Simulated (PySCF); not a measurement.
Structure problem from calculated spectra and properties.

Formula: C6H8F4.

* Rotational structure: rotational constants A, B, C: 1.489, 1.056, 0.727 GHz [PBE0-D3(BJ)/def2-SVP]
* UV, first state: lowest singlet excitation: 6.77 eV (183 nm, f = 0.149) [TDDFT B3LYP/def2-SVPD]
* 1H NMR: chemical shifts (computed TMS as zero) by class: 5.98 (1 H), 4.90 (2 H), 2.81 (2 H), 1.86 (3 H) ppm [GIAO CAM-B3LYP/pcSseg-1]
* Dipole: 2.53 D [B3LYP/def2-SVPD]
* 13C NMR: chemical shifts (computed TMS as zero) by class: 143.3 (1 C), 138.3 (1 C), 134.1 (1 C), 89.5 (1 C), 32.3 (1 C), 16.2 (1 C) ppm [GIAO CAM-B3LYP/pcSseg-1]
* UV, strongest line: among the 10 lowest singlet transitions: S2 at 6.92 eV (179 nm, f = 0.277) [TDDFT B3LYP/def2-SVPD]
* NMR, other nuclei: isotropic shieldings of nuclei other than C and H, by class: 258 (3 F), 419 (1 F) ppm [GIAO CAM-B3LYP/pcSseg-1]
* Triplet: lowest triplet excitation (Tamm–Dancoff): 4.24 eV [TDA B3LYP/def2-SVPD]

Electronic properties: PySCF, gas phase, density fitting. Levels stand in brackets. One conformer (not necessarily the lowest) at the PBE0-D3(BJ)/def2-SVP geometry, without solvent, vibrations or thermal averaging. Each NMR value is the plain mean over a class of atoms that symmetry, rotation or inversion makes alike.

Q: What is the compound? Reason from the data.

A: Numbering: `[CH3:1]/[CH:2]=[C:3](/[CH2:4][F:5])[CH2:6][C:7]([F:8])([F:9])[F:10]`. Its formula, C6H8F4, gives 1 degree of unsaturation: 0 rings and 1 π bond in the structure found. 6 carbons fall into 6 classes; from least to most shielded: alkene CH carbon [C2] (143.3 ppm), fully substituted alkene carbon [C3] (138.3 ppm), CF3 carbon [C7] (134.1 ppm), sp3 C–F carbon [C4] (89.5 ppm), allylic carbon [C6] (32.3 ppm), allylic carbon [C1] (16.2 ppm). Hydrogen classes from least to most shielded: 1 H on an alkene CH carbon, C2 (5.98 ppm), 2 H on an sp3 C–F carbon, C4 (4.90 ppm), 2 H on an allylic carbon, C6 (2.81 ppm), 3 H on an allylic carbon, C1 (1.86 ppm). The other shieldings belong to: 258 ppm, fluorine of a CF3 group [F8/F9/F10]; 419 ppm, alkyl fluorine [F5]. The optimised geometry has point group C1 and is an asymmetric top. Structure: `C/C=C(/CF)CC(F)(F)F`. Computed isomers that give other values at the same levels: `C[C@]1(F)C[C@@H](C(F)(F)F)C1` (13C chemical shifts (computed TMS as zero) by class: 134.2 (1 C), 87.7 (1 C), 37.2 (2 C), 30.2 (1 C), 25.7 (1 C) ppm); `C[C@]1(F)C[C@H](C(F)(F)F)C1` (13C chemical shifts (computed TMS as zero) by class: 136.0 (1 C), 92.4 (1 C), 36.7 (2 C), 29.8 (1 C), 25.7 (1 C) ppm); `FC[C@@H]1CC[C@H]1C(F)(F)F` (13C chemical shifts (computed TMS as zero) by class: 134.4 (1 C), 83.5 (1 C), 38.3 (1 C), 38.1 (1 C), 18.3 (1 C), 18.0 (1 C) ppm). The assignments are read from this structure; whether some other isomer fits the data as well wasn't checked.

Shape of the structure used: `[CH3:1]/[CH:2]=[C:3](/[CH2:4][F:5])[CH2:6][C:7]([F:8])([F:9])[F:10]`: C2–C3–C4–F5 128°, C2–C3–C6–C7 90°, C3–C6–C7–F8 178°.
